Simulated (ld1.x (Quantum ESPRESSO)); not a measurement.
# Reading a pseudo-wave (Li)

Columns: radius, all-electron u(r) and pseudo u(r) of the 2p shell (level -1.38 eV) of lithium in the configuration [He] 2s0.5 2p0.5; LDA (PZ), scalar-relativistic, TM scheme, ld1.x (Quantum ESPRESSO) 7.5.

```json
{"r (bohr)": "0.222", "all-electron": "0.0179", "pseudo": "0.0074"}
{"r (bohr)": "0.445", "all-electron": "0.0553", "pseudo": "0.0292"}
{"r (bohr)": "0.668", "all-electron": "0.0992", "pseudo": "0.0634"}
{"r (bohr)": "0.890", "all-electron": "0.1436", "pseudo": "0.1068"}
{"r (bohr)": "1.112", "all-electron": "0.1862", "pseudo": "0.1555"}
{"r (bohr)": "1.335", "all-electron": "0.2259", "pseudo": "0.2060"}
{"r (bohr)": "1.558", "all-electron": "0.2623", "pseudo": "0.2542"}
{"r (bohr)": "1.780", "all-electron": "0.2950", "pseudo": "0.2970"}
{"r (bohr)": "2.002", "all-electron": "0.3241", "pseudo": "0.3329"}
{"r (bohr)": "2.225", "all-electron": "0.3498", "pseudo": "0.3616"}
{"r (bohr)": "2.448", "all-electron": "0.3717", "pseudo": "0.3833"}
{"r (bohr)": "2.670", "all-electron": "0.3899", "pseudo": "0.3991"}
{"r (bohr)": "2.892", "all-electron": "0.4044", "pseudo": "0.4106"}
{"r (bohr)": "3.115", "all-electron": "0.4155", "pseudo": "0.4189"}
{"r (bohr)": "3.338", "all-electron": "0.4234", "pseudo": "0.4248"}
{"r (bohr)": "3.560", "all-electron": "0.4281", "pseudo": "0.4285"}
{"r (bohr)": "3.782", "all-electron": "0.4301", "pseudo": "0.4302"}
{"r (bohr)": "4.005", "all-electron": "0.4296", "pseudo": "0.4296"}
{"r (bohr)": "4.228", "all-electron": "0.4268", "pseudo": "0.4268"}
{"r (bohr)": "4.450", "all-electron": "0.4221", "pseudo": "0.4221"}
{"r (bohr)": "4.672", "all-electron": "0.4157", "pseudo": "0.4157"}
{"r (bohr)": "4.895", "all-electron": "0.4078", "pseudo": "0.4078"}
{"r (bohr)": "5.118", "all-electron": "0.3985", "pseudo": "0.3985"}
{"r (bohr)": "5.340", "all-electron": "0.3883", "pseudo": "0.3883"}
{"r (bohr)": "5.562", "all-electron": "0.3773", "pseudo": "0.3773"}
{"r (bohr)": "5.785", "all-electron": "0.3655", "pseudo": "0.3655"}
```

(1) How many radial nodes do the two functions have?

(2) At about which radius was the pseudo-wave matched?

(3) Where does each function peak?

(4) Is the pseudo-wave norm-conserving?

Answers

(1) The all-electron 2p function has n − l − 1 = 0; the pseudo-wave has 0.

(2) 4.20 bohr. The columns agree to 0.0005 from 3.56 bohr on; several derivatives are matched, so the curves merge somewhat inside the radius.

(3) Outermost all-electron maximum near 3.78 bohr, pseudo maximum near 3.78 bohr (to the table’s step).

(4) Yes: the TM scheme keeps the norm inside the radius equal to the all-electron one, which fixes the energy derivative of the logarithmic derivative at the level.
